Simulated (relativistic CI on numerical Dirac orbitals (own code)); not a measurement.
# Slater and spin-orbit integrals, Sb XVII

Calculated at this level of theory: Dirac-Coulomb-Breit CI, separate exchange-only KLI orbitals for each configuration, model QED (radiative potential, 1s self-energy scaled to tabulated hydrogen-like ionisation energies), unscaled Slater integrals (own radial code, finite nucleus).

Slater integrals F^k, G^k are unscaled and averaged over j, outside the closed core [Ar] 3d10; ζ comes from projecting the Hamiltonian with its Breit term on Σ l·s of the shell.

- 4s2.4p5: ζ(4p) = 59475 cm⁻¹; <r>(4p) = 0.7548, <r^2>(4p) = 0.6428 (bohr units).
- 4s2.4p4.4d: F^2(4p,4p) = 137790, ζ(4p) = 59723, F^2(4p,4d) = 131770, G^1(4p,4d) = 166640, G^3(4p,4d) = 105640, ζ(4d) = 6525.2 cm⁻¹; <r>(4p) = 0.7544, <r^2>(4p) = 0.6422, <r>(4d) = 0.7959, <r^2>(4d) = 0.7224 (bohr units).
- 4s.4p5.4d: G^1(4s,4p) = 181440, ζ(4p) = 59621, G^2(4s,4d) = 130230, F^2(4p,4d) = 131740, G^1(4p,4d) = 166610, G^3(4p,4d) = 105610, ζ(4d) = 6581.4 cm⁻¹; <r>(4s) = 0.7253, <r^2>(4s) = 0.5904, <r>(4p) = 0.7545, <r^2>(4p) = 0.6423, <r>(4d) = 0.796, <r^2>(4d) = 0.7227 (bohr units).

Averages of the first 10 configurations, taken without configuration mixing, which lowers the lowest level and can move excited configurations by several eV; other configurations of the list can lie among them:

| Configuration | Parity | States | Average energy above the lowest level (eV) |
| --- | --- | --- | --- |
| 4s2.4p5 | odd | 6 | 5.1 |
| 4s.4p6 | even | 2 | 65.7 |
| 4s2.4p4.4d | even | 150 | 85.4 |
| 4s.4p5.4d | odd | 120 | 143.3 |
| 4s2.4p4.4f | odd | 210 | 172.5 |
| 4s.4p5.4f | even | 168 | 230.7 |
| 4p6.4d | even | 10 | 207.4 |
| 4s.4p4.4d2 | even | 1350 | 222.7 |
| 4s2.4p3.4d.4f | even | 2800 | 253.2 |
| 4s2.4p4.5s | even | 30 | 192.1 |
